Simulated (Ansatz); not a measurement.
Geometry optimisation, RKS B3LYP-D4/STO-3G in Ansatz.

Input file:

```yaml
crystal:
  periodic: [false, false, false]
  atoms:
    - { symbol: B, position_ang: [0.87846, 1.30432, 0.27095] }
    - { symbol: O, position_ang: [-0.13082, 0.43928, 0.51427] }
    - { symbol: C, position_ang: [-0.38988, -0.66858, -0.19528] }
    - { symbol: O, position_ang: [0.21938, -1.07355, -1.13669] }
    - { symbol: O, position_ang: [-1.46028, -1.27153, 0.32093] }
    - { symbol: H, position_ang: [0.92553, 2.2046, 1.01252] }
    - { symbol: H, position_ang: [1.62953, 1.14369, -0.61439] }
    - { symbol: H, position_ang: [0.35151, -1.74832, -1.84896] }
basis:
  gaussian: { orbitals: STO-3G }
hamiltonian:
  xc: b3lyp
  dispersion: d4
relax:
  f_tol: 0.02
  max_steps: 50
```

Run as:

```bash
$ ansatz run input.yaml --threads 1 --pin off --max-ram 2048MiB --backend cpu --events-out ev --progress --plain --runs-dir out
```

Question: Where does it end, and by what steps?

Answer: The run converged. Limits of this set-up: minimal basis. After 17 steps the energy has fallen by 3.149 eV; H7 moved furthest, 0.71 Å. The start is strongly strained (largest force component 14 eV/Å).

| step | energy less start (eV) | largest force component (eV/Å) | accepted |
| --- | --- | --- | --- |
| 0 | 0.0000 | 13.711 | yes |
| 1 | -1.5532 | 5.669 | yes |
| 2 | -2.5654 | 3.186 | yes |
| 3 | -2.8677 | 3.413 | yes |
| 4 | -2.9359 | 2.038 | yes |
| 5 | -3.0989 | 0.346 | yes |
| 6 | -3.1054 | 0.144 | yes |
| 7 | -3.1071 | 0.132 | yes |
| 8 | -3.1279 | 0.175 | yes |
| 9 | -3.1151 | 0.843 | no |
| 10 | -3.1382 | 0.098 | yes |
| 11 | -3.1441 | 0.215 | yes |
| 12 | -3.1463 | 0.309 | yes |
| 13 | -3.1479 | 0.144 | yes |
| 14 | -3.1493 | 0.025 | yes |
| 15 | -3.1493 | 0.022 | yes |
| 16 | -3.1493 | 0.016 | no |
| 17 | -3.1493 | 0.002 | yes |

```xyz
8
Properties=species:S:1:pos:R:3
B 0.889 1.278 0.321
O -0.320 0.650 0.352
C -0.428 -0.699 -0.176
O 0.156 -0.715 -1.471
O -1.022 -1.628 0.403
H 0.894 2.378 0.732
H 1.864 0.750 -0.067
H -0.009 -1.685 -1.770
```

Whether the end is a true minimum wasn't checked by a vibrational analysis.

Run time: 59 s on 1 thread of Intel(R) Xeon(R) Processor @ 2.50GHz (Skylake/Cascade Lake), with other jobs on the host, peak memory 0.13 GiB.
